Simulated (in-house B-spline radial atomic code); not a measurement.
What moves the levels of the iron ion Fe⁺ ([Ar] 3d6 4s1)? Level of theory: Dirac-Hartree-Fock, average of the jj configuration, Fermi nucleus of rms radius 3.6933 fm; calculated with an all-electron radial atomic-structure program (B-spline basis).

Baseline run (computed): total energy -1271.1616 hartree, 1s1/2 at -264.132 hartree, 4s1/2 at -14.989 eV with <r> = 2.848 bohr.

Changing the nucleus:

```tsv
nucleus	ΔE (eV)
Fermi nucleus of rms radius 3.7377 fm, A = 56	0.00261
Fermi nucleus of rms radius 3.7532 fm, A = 57	0.00352
Fermi nucleus of rms radius 3.7745 fm, A = 58	0.00479
```

A larger nucleus binds the electrons less, roughly as the density at the nucleus times the change of the nuclear <r²>. The reference is A = 54.
